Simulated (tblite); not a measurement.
Species: C₅H₃FOS.
Numbering: `[O:1]=[c:2]1[cH:3][cH:4][s:5][cH:6][c:7]1[F:8]` (hydrogens: H9 on C3; H10 on C4; H11 on C6)

Computed with GFN2-xTB (tblite), gas phase: Langevin dynamics at 600 K from the optimised GFN2-xTB geometry, time step 0.5 fs, friction 0.01 fs⁻¹, 2000 steps. The instantaneous temperature is 2·E(kin)/(3Nk) with all 3N coordinates.

```json
{"t (fs)": "0", "T (K)": "526", "E(pot) above start (eV)": "0.000", "O1=C2 (Å)": "1.217", "C2–C3 (Å)": "1.460", "C3–C4 (Å)": "1.340", "C4–S5 (Å)": "1.723", "S5–C6 (Å)": "1.719", "C3–H9 (Å)": "1.081"}
{"t (fs)": "25", "T (K)": "387", "E(pot) above start (eV)": "0.443", "O1=C2 (Å)": "1.215", "C2–C3 (Å)": "1.410", "C3–C4 (Å)": "1.342", "C4–S5 (Å)": "1.731", "S5–C6 (Å)": "1.762", "C3–H9 (Å)": "1.077"}
{"t (fs)": "50", "T (K)": "601", "E(pot) above start (eV)": "0.423", "O1=C2 (Å)": "1.229", "C2–C3 (Å)": "1.424", "C3–C4 (Å)": "1.331", "C4–S5 (Å)": "1.679", "S5–C6 (Å)": "1.731", "C3–H9 (Å)": "1.090"}
{"t (fs)": "75", "T (K)": "435", "E(pot) above start (eV)": "0.526", "O1=C2 (Å)": "1.218", "C2–C3 (Å)": "1.510", "C3–C4 (Å)": "1.361", "C4–S5 (Å)": "1.754", "S5–C6 (Å)": "1.662", "C3–H9 (Å)": "1.086"}
{"t (fs)": "100", "T (K)": "468", "E(pot) above start (eV)": "0.521", "O1=C2 (Å)": "1.194", "C2–C3 (Å)": "1.498", "C3–C4 (Å)": "1.349", "C4–S5 (Å)": "1.673", "S5–C6 (Å)": "1.736", "C3–H9 (Å)": "1.103"}
{"t (fs)": "125", "T (K)": "443", "E(pot) above start (eV)": "0.506", "O1=C2 (Å)": "1.240", "C2–C3 (Å)": "1.460", "C3–C4 (Å)": "1.349", "C4–S5 (Å)": "1.708", "S5–C6 (Å)": "1.818", "C3–H9 (Å)": "1.012"}
{"t (fs)": "150", "T (K)": "577", "E(pot) above start (eV)": "0.532", "O1=C2 (Å)": "1.248", "C2–C3 (Å)": "1.475", "C3–C4 (Å)": "1.356", "C4–S5 (Å)": "1.760", "S5–C6 (Å)": "1.626", "C3–H9 (Å)": "1.128"}
{"t (fs)": "175", "T (K)": "557", "E(pot) above start (eV)": "0.468", "O1=C2 (Å)": "1.192", "C2–C3 (Å)": "1.459", "C3–C4 (Å)": "1.334", "C4–S5 (Å)": "1.696", "S5–C6 (Å)": "1.745", "C3–H9 (Å)": "1.157"}
{"t (fs)": "200", "T (K)": "483", "E(pot) above start (eV)": "0.656", "O1=C2 (Å)": "1.216", "C2–C3 (Å)": "1.472", "C3–C4 (Å)": "1.314", "C4–S5 (Å)": "1.799", "S5–C6 (Å)": "1.818", "C3–H9 (Å)": "1.025"}
{"t (fs)": "225", "T (K)": "596", "E(pot) above start (eV)": "0.566", "O1=C2 (Å)": "1.211", "C2–C3 (Å)": "1.486", "C3–C4 (Å)": "1.317", "C4–S5 (Å)": "1.735", "S5–C6 (Å)": "1.680", "C3–H9 (Å)": "1.084"}
{"t (fs)": "250", "T (K)": "614", "E(pot) above start (eV)": "0.647", "O1=C2 (Å)": "1.200", "C2–C3 (Å)": "1.423", "C3–C4 (Å)": "1.369", "C4–S5 (Å)": "1.740", "S5–C6 (Å)": "1.697", "C3–H9 (Å)": "1.147"}
{"t (fs)": "275", "T (K)": "368", "E(pot) above start (eV)": "0.901", "O1=C2 (Å)": "1.231", "C2–C3 (Å)": "1.404", "C3–C4 (Å)": "1.399", "C4–S5 (Å)": "1.751", "S5–C6 (Å)": "1.703", "C3–H9 (Å)": "1.104"}
{"t (fs)": "300", "T (K)": "673", "E(pot) above start (eV)": "0.841", "O1=C2 (Å)": "1.231", "C2–C3 (Å)": "1.445", "C3–C4 (Å)": "1.344", "C4–S5 (Å)": "1.747", "S5–C6 (Å)": "1.694", "C3–H9 (Å)": "1.032"}
{"t (fs)": "325", "T (K)": "889", "E(pot) above start (eV)": "0.867", "O1=C2 (Å)": "1.194", "C2–C3 (Å)": "1.427", "C3–C4 (Å)": "1.275", "C4–S5 (Å)": "1.748", "S5–C6 (Å)": "1.713", "C3–H9 (Å)": "1.071"}
{"t (fs)": "350", "T (K)": "959", "E(pot) above start (eV)": "0.739", "O1=C2 (Å)": "1.225", "C2–C3 (Å)": "1.445", "C3–C4 (Å)": "1.310", "C4–S5 (Å)": "1.797", "S5–C6 (Å)": "1.810", "C3–H9 (Å)": "1.113"}
{"t (fs)": "375", "T (K)": "1047", "E(pot) above start (eV)": "0.725", "O1=C2 (Å)": "1.212", "C2–C3 (Å)": "1.404", "C3–C4 (Å)": "1.384", "C4–S5 (Å)": "1.668", "S5–C6 (Å)": "1.708", "C3–H9 (Å)": "1.058"}
{"t (fs)": "400", "T (K)": "809", "E(pot) above start (eV)": "1.256", "O1=C2 (Å)": "1.208", "C2–C3 (Å)": "1.519", "C3–C4 (Å)": "1.416", "C4–S5 (Å)": "1.871", "S5–C6 (Å)": "1.704", "C3–H9 (Å)": "1.064"}
{"t (fs)": "425", "T (K)": "958", "E(pot) above start (eV)": "1.023", "O1=C2 (Å)": "1.198", "C2–C3 (Å)": "1.434", "C3–C4 (Å)": "1.338", "C4–S5 (Å)": "1.663", "S5–C6 (Å)": "1.770", "C3–H9 (Å)": "1.110"}
{"t (fs)": "450", "T (K)": "901", "E(pot) above start (eV)": "0.890", "O1=C2 (Å)": "1.218", "C2–C3 (Å)": "1.541", "C3–C4 (Å)": "1.321", "C4–S5 (Å)": "1.816", "S5–C6 (Å)": "1.706", "C3–H9 (Å)": "1.127"}
{"t (fs)": "475", "T (K)": "711", "E(pot) above start (eV)": "0.836", "O1=C2 (Å)": "1.251", "C2–C3 (Å)": "1.499", "C3–C4 (Å)": "1.316", "C4–S5 (Å)": "1.671", "S5–C6 (Å)": "1.746", "C3–H9 (Å)": "1.078"}
{"t (fs)": "500", "T (K)": "950", "E(pot) above start (eV)": "0.840", "O1=C2 (Å)": "1.223", "C2–C3 (Å)": "1.396", "C3–C4 (Å)": "1.328", "C4–S5 (Å)": "1.726", "S5–C6 (Å)": "1.732", "C3–H9 (Å)": "1.164"}
{"t (fs)": "525", "T (K)": "840", "E(pot) above start (eV)": "1.044", "O1=C2 (Å)": "1.181", "C2–C3 (Å)": "1.442", "C3–C4 (Å)": "1.382", "C4–S5 (Å)": "1.719", "S5–C6 (Å)": "1.806", "C3–H9 (Å)": "1.131"}
{"t (fs)": "550", "T (K)": "801", "E(pot) above start (eV)": "1.111", "O1=C2 (Å)": "1.234", "C2–C3 (Å)": "1.559", "C3–C4 (Å)": "1.369", "C4–S5 (Å)": "1.732", "S5–C6 (Å)": "1.666", "C3–H9 (Å)": "1.035"}
{"t (fs)": "575", "T (K)": "552", "E(pot) above start (eV)": "1.251", "O1=C2 (Å)": "1.246", "C2–C3 (Å)": "1.587", "C3–C4 (Å)": "1.300", "C4–S5 (Å)": "1.751", "S5–C6 (Å)": "1.734", "C3–H9 (Å)": "1.124"}
{"t (fs)": "600", "T (K)": "898", "E(pot) above start (eV)": "0.858", "O1=C2 (Å)": "1.175", "C2–C3 (Å)": "1.458", "C3–C4 (Å)": "1.309", "C4–S5 (Å)": "1.741", "S5–C6 (Å)": "1.741", "C3–H9 (Å)": "1.079"}
{"t (fs)": "625", "T (K)": "847", "E(pot) above start (eV)": "1.308", "O1=C2 (Å)": "1.223", "C2–C3 (Å)": "1.463", "C3–C4 (Å)": "1.336", "C4–S5 (Å)": "1.727", "S5–C6 (Å)": "1.731", "C3–H9 (Å)": "1.034"}
{"t (fs)": "650", "T (K)": "431", "E(pot) above start (eV)": "1.411", "O1=C2 (Å)": "1.239", "C2–C3 (Å)": "1.382", "C3–C4 (Å)": "1.374", "C4–S5 (Å)": "1.790", "S5–C6 (Å)": "1.712", "C3–H9 (Å)": "1.139"}
{"t (fs)": "675", "T (K)": "941", "E(pot) above start (eV)": "0.646", "O1=C2 (Å)": "1.252", "C2–C3 (Å)": "1.464", "C3–C4 (Å)": "1.384", "C4–S5 (Å)": "1.678", "S5–C6 (Å)": "1.741", "C3–H9 (Å)": "1.095"}
{"t (fs)": "700", "T (K)": "668", "E(pot) above start (eV)": "0.742", "O1=C2 (Å)": "1.222", "C2–C3 (Å)": "1.496", "C3–C4 (Å)": "1.416", "C4–S5 (Å)": "1.736", "S5–C6 (Å)": "1.725", "C3–H9 (Å)": "1.040"}
{"t (fs)": "725", "T (K)": "602", "E(pot) above start (eV)": "0.558", "O1=C2 (Å)": "1.177", "C2–C3 (Å)": "1.440", "C3–C4 (Å)": "1.355", "C4–S5 (Å)": "1.710", "S5–C6 (Å)": "1.689", "C3–H9 (Å)": "1.169"}
{"t (fs)": "750", "T (K)": "701", "E(pot) above start (eV)": "0.455", "O1=C2 (Å)": "1.226", "C2–C3 (Å)": "1.450", "C3–C4 (Å)": "1.322", "C4–S5 (Å)": "1.717", "S5–C6 (Å)": "1.776", "C3–H9 (Å)": "1.124"}
{"t (fs)": "775", "T (K)": "532", "E(pot) above start (eV)": "0.606", "O1=C2 (Å)": "1.253", "C2–C3 (Å)": "1.427", "C3–C4 (Å)": "1.318", "C4–S5 (Å)": "1.802", "S5–C6 (Å)": "1.737", "C3–H9 (Å)": "1.030"}
{"t (fs)": "800", "T (K)": "632", "E(pot) above start (eV)": "0.519", "O1=C2 (Å)": "1.210", "C2–C3 (Å)": "1.483", "C3–C4 (Å)": "1.332", "C4–S5 (Å)": "1.697", "S5–C6 (Å)": "1.663", "C3–H9 (Å)": "1.108"}
{"t (fs)": "825", "T (K)": "451", "E(pot) above start (eV)": "0.630", "O1=C2 (Å)": "1.194", "C2–C3 (Å)": "1.497", "C3–C4 (Å)": "1.343", "C4–S5 (Å)": "1.736", "S5–C6 (Å)": "1.712", "C3–H9 (Å)": "1.151"}
{"t (fs)": "850", "T (K)": "626", "E(pot) above start (eV)": "0.537", "O1=C2 (Å)": "1.244", "C2–C3 (Å)": "1.445", "C3–C4 (Å)": "1.347", "C4–S5 (Å)": "1.711", "S5–C6 (Å)": "1.822", "C3–H9 (Å)": "1.033"}
{"t (fs)": "875", "T (K)": "566", "E(pot) above start (eV)": "0.607", "O1=C2 (Å)": "1.218", "C2–C3 (Å)": "1.467", "C3–C4 (Å)": "1.309", "C4–S5 (Å)": "1.753", "S5–C6 (Å)": "1.713", "C3–H9 (Å)": "1.056"}
{"t (fs)": "900", "T (K)": "534", "E(pot) above start (eV)": "0.508", "O1=C2 (Å)": "1.181", "C2–C3 (Å)": "1.550", "C3–C4 (Å)": "1.333", "C4–S5 (Å)": "1.743", "S5–C6 (Å)": "1.779", "C3–H9 (Å)": "1.149"}
{"t (fs)": "925", "T (K)": "472", "E(pot) above start (eV)": "0.668", "O1=C2 (Å)": "1.211", "C2–C3 (Å)": "1.413", "C3–C4 (Å)": "1.359", "C4–S5 (Å)": "1.717", "S5–C6 (Å)": "1.738", "C3–H9 (Å)": "1.130"}
{"t (fs)": "950", "T (K)": "628", "E(pot) above start (eV)": "0.808", "O1=C2 (Å)": "1.262", "C2–C3 (Å)": "1.421", "C3–C4 (Å)": "1.396", "C4–S5 (Å)": "1.733", "S5–C6 (Å)": "1.707", "C3–H9 (Å)": "1.016"}
{"t (fs)": "975", "T (K)": "701", "E(pot) above start (eV)": "0.740", "O1=C2 (Å)": "1.213", "C2–C3 (Å)": "1.433", "C3–C4 (Å)": "1.308", "C4–S5 (Å)": "1.714", "S5–C6 (Å)": "1.672", "C3–H9 (Å)": "1.046"}
{"t (fs)": "1000", "T (K)": "652", "E(pot) above start (eV)": "0.894", "O1=C2 (Å)": "1.208", "C2–C3 (Å)": "1.520", "C3–C4 (Å)": "1.312", "C4–S5 (Å)": "1.766", "S5–C6 (Å)": "1.766", "C3–H9 (Å)": "1.147"}
```

Question: From 500 fs on, how do temperature and potential energy compare with equipartition?

Answer: The mean temperature of these 21 frames is 668 K against the target 600 K, and the mean potential energy 0.80 eV against 27 × kT/2 = 0.70 eV for 27 classical harmonic modes. For 11 atoms in a canonical ensemble the temperature itself scatters by T·√(2/(3N)) = 148 K; here its standard deviation is 154 K. The whole run lasts only 10 friction times of 100 fs, so these averages carry a wide statistical error.

Question: What are the kinetic and total energies of the listed frame with the highest potential energy?

Answer: The one at 650 fs, 1.411 eV above the start. Its kinetic energy is 3NkT/2 = 0.613 eV at 431 K, so the sum is 2.02 eV; over the listed frames the sum runs from 0.75 to 2.51 eV, since the thermostat adds and removes energy.

Question: How much do the listed bonds fluctuate from 500 fs on?

Answer: 
| bond | at the start (Å) | mean (Å) | standard deviation (Å) |
| --- | --- | --- | --- |
| O1=C2 | 1.217 | 1.219 | 0.025 |
| C2–C3 | 1.460 | 1.466 | 0.052 |
| C3–C4 | 1.340 | 1.344 | 0.032 |
| C4–S5 | 1.723 | 1.733 | 0.028 |
| S5–C6 | 1.719 | 1.732 | 0.041 |
| C3–H9 | 1.081 | 1.095 | 0.051 |

The motion is classical and holds no zero-point motion.

What follows is the cost of the whole dynamics run. Cost: about 30 s of CPU time on one thread; the machine was shared, so the figure is rough.
